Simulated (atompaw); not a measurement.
PBE PAW (atompaw) dataset for hydrogen, scalar-relativistic all-electron reference.

```
Element                 : H
Generator               : atompaw 4.2.0.5
Type                    : PAW
Functional              : PBE
Relativity              : scalar-relativistic
Frozen core             : none
Valence charge          : 1
Reference configuration : 1s1
Partial waves           : 1s (bound): rc 0.85 bohr; 1s channel at 0.05 Ry: rc 0.85 bohr
Local potential         : vpsmatchnc scheme with l = 1 at 0 Ry, radius 0.70 bohr
Core correction         : none
Augmentation charge     : gaussian compensation charge, radius 0.80 bohr; PAW radius 0.85 bohr; waves and projectors: custom rrkj vanderbiltortho
```

Question: Does the generator finish with these settings?

Answer: Yes, a potential is produced.

Question: Estimate the cutoffs (Ry, on a coarse ladder) from which the occupation-weighted sum of valence levels, in a spherical-Bessel basis at the reference potential, stays within 10 and 1 mRy of its value at 400 Ry.

Answer: 21 Ry and 45 Ry.

Question: What does a ghost test show?

Answer: No extra level below or beside the all-electron valence levels (s, p, d, f tested).

Question: Is the overlap operator S = 1 + Σ q|β⟩⟨β| positive definite (Bessel basis up to 400 Ry)?

Answer: Yes: its lowest eigenvalue is 0.99 (s channel).
